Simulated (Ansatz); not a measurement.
Gas-phase electronic energies from Ansatz, PBE0-D4/def2-TZVP geometries. CCSD(T)/CBS is the MP2 limit (def2-TZVPP, def2-QZVPP) plus CCSD(T) − MP2 in def2-TZVPP, frozen cores. This one scheme is used for every species. Functionals use def2-TZVPP. For Br outer-core shells are correlated without core-valence functions, which leaves a few kJ/mol of doubt a bond. Scalar relativity is left out up to krypton.

`ClB(Br)Br` + H–F → `FB(Cl)Br` + HBr  (ligand exchange at a B–Br bond)

`ClB(Br)Br`:

Cartesian coordinates in Å:
```
Cl 0.460 -0.326 -1.683
B 0.011 -0.008 -0.040
Br -0.589 1.722 0.464
Br 0.117 -1.389 1.259
```

H–F:

```xyz
2

F    -0.129   -0.033   -0.440
H     0.129    0.033    0.440
```

`FB(Cl)Br`:

Cartesian coordinates in Å:
```
F 0.531 0.799 -1.055
B 0.066 0.040 -0.095
Cl 0.753 -1.535 0.157
Br -1.350 0.696 0.993
```

HBr:

```xyz
2

Br    0.157   -0.479    0.500
H    -0.157    0.479   -0.500
```

```tsv
species	r2SCAN0-D4 energy (Eh)
`ClB(Br)Br`	-5633.41392
H–F	-100.43391
`FB(Cl)Br`	-3159.13427
HBr	-2574.74036
```

Task: Work out ΔE.

Result: ΔE = (-3159.13427) + (-2574.74036) − (-5633.41392) − (-100.43391) = -0.02680 Eh = -16.8 kcal/mol. CCSD(T)/CBS gives -14.1 kcal/mol.

Largest T1 diagnostic among the species: 0.010.

From BLYP to BHLYP (50 % exact exchange), in def2-TZVPP and without D4, ΔE moves by −0.8 kcal/mol. The D4 term adds +1.9 kcal/mol with B3LYP and +1.0 kcal/mol with PBE0; it sums over pairs of atoms, weighted by their polarisabilities, and B3LYP, whose exchange is more repulsive, gets the larger term.

B3LYP here is the variant with VWN-RPA as its local correlation; programs differ in this.
